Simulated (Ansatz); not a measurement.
Basis-set extrapolation for C4H16BNSi2, SMILES `BN([SiH](C)C)[SiH](C)C` (PBE0-D4/def2-TZVP geometry, frozen core, Ansatz 0.2.0). Multiplicity 1, RHF reference.

```tsv
	def2-TZVPP	def2-QZVPP
HF	-818.033786	-818.063882
MP2 correlation	-1.278453	-1.362138
CCSD(T) correlation	-1.427089	not run
```

Energies in hartree. Use E(X) = E(∞) + A·exp(−7.88·√X) for Hartree–Fock and E(X) = E(∞) + B·X^(−2.97) for correlation, with X = 3 and 4, and add CCSD(T) minus MP2 of the smaller set to the MP2 limit.

Question: What is the CCSD(T) energy at the basis-set limit?

Answer: HF limit: -818.063882 + (-0.030096) × 0.13774 = -818.06803. MP2 limit: -1.362138 + (-0.083685) × 0.74074 = -1.42413. Higher-order term: -1.427089 − (-1.278453) = -0.14864. Total: -819.64080 hartree, 472.4 kJ/mol below CCSD(T)/def2-TZVPP.
